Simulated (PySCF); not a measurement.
## Electronic absorption of C4H7N3OSi

Compound: C₄H₇N₃OSi.
SMILES: `N[SiH2]n1cnc(C=O)c1`

Method: TDDFT B3LYP/def2-SVPD, vertical, gas phase, core orbitals frozen in the response in PySCF. The structure is a single GFN2-xTB conformer in the gas phase; no vibrational or solvent corrections. Torsions of this conformer, `[NH2:1][SiH2:2][n:3]1[cH:4][n:5][c:6]([CH:7]=[O:8])[cH:9]1`: N1–Si2–N3–C4 27°, N5–C6–C7–O8 180°, H–N1–Si2–N3 -171°, H–N1–Si2–N3 47°.

```json
{"state": "S1", "E (eV)": "3.80", "ν̃ (cm⁻¹)": "30610", "f": "0.0002", "main configurations (H = HOMO, L = LUMO)": "H-1→L (97%)"}
{"state": "S2", "E (eV)": "5.06", "ν̃ (cm⁻¹)": "40810", "f": "0.195", "main configurations (H = HOMO, L = LUMO)": "H→L (95%)"}
{"state": "S3", "E (eV)": "5.27", "ν̃ (cm⁻¹)": "42500", "f": "0.0002", "main configurations (H = HOMO, L = LUMO)": "H-2→L (91%), H-3→L (9%)"}
{"state": "S4", "E (eV)": "5.63", "ν̃ (cm⁻¹)": "45440", "f": "0.0009", "main configurations (H = HOMO, L = LUMO)": "H→L+1 (97%)"}
{"state": "S5", "E (eV)": "5.85", "ν̃ (cm⁻¹)": "47220", "f": "0.0004", "main configurations (H = HOMO, L = LUMO)": "H-1→L+1 (88%)"}
{"state": "S6", "E (eV)": "5.96", "ν̃ (cm⁻¹)": "48070", "f": "0.040", "main configurations (H = HOMO, L = LUMO)": "H-3→L (53%), H→L+2 (27%), H-4→L (13%)"}
{"state": "S7", "E (eV)": "6.06", "ν̃ (cm⁻¹)": "48840", "f": "0.0009", "main configurations (H = HOMO, L = LUMO)": "H→L+2 (37%), H-3→L (34%), H-4→L (19%)"}
{"state": "S8", "E (eV)": "6.14", "ν̃ (cm⁻¹)": "49550", "f": "0.0001", "main configurations (H = HOMO, L = LUMO)": "H-1→L+2 (76%), H-1→L+3 (10%), H-1→L+1 (10%)"}
```

Triplets, Tamm–Dancoff:

| state | E (eV) | λ (nm) | main configurations (H = HOMO, L = LUMO) |
| --- | --- | --- | --- |
| T1 | 3.29 | 377.1 | H-1→L (95%) |
| T2 | 3.52 | 352.6 | H→L (96%) |
| T3 | 4.91 | 252.7 | H→L+2 (48%), H→L+3 (25%), H→L+1 (16%) |

The lowest singlet comes at 327 nm (366 kJ/mol) in the ultraviolet; it is dark (f under 0.0005); its leading configuration is HOMO-1→LUMO (97%). The strongest level in the table is S2 at 5.06 eV (245 nm, f = 0.195). Löwdin shares by element: HOMO carbon 66% or more, oxygen 10% (atoms not listed hold the other 25%); LUMO carbon 55% or more, oxygen 23% (atoms not listed hold the other 22%). Orbital energies (eV): HOMO-3 -8.26, HOMO-2 -7.95, HOMO-1 -7.01, HOMO -6.98, LUMO -1.60, LUMO+1 -0.64, LUMO+2 -0.15. The listed states span 2.35 eV, and the widest gap between neighbours is 1.26 eV (S1 to S2). Of the 8 states listed, 2 reach f = 0.01 and 4 stay under 0.0005. The window holds the lowest 8 singlets.
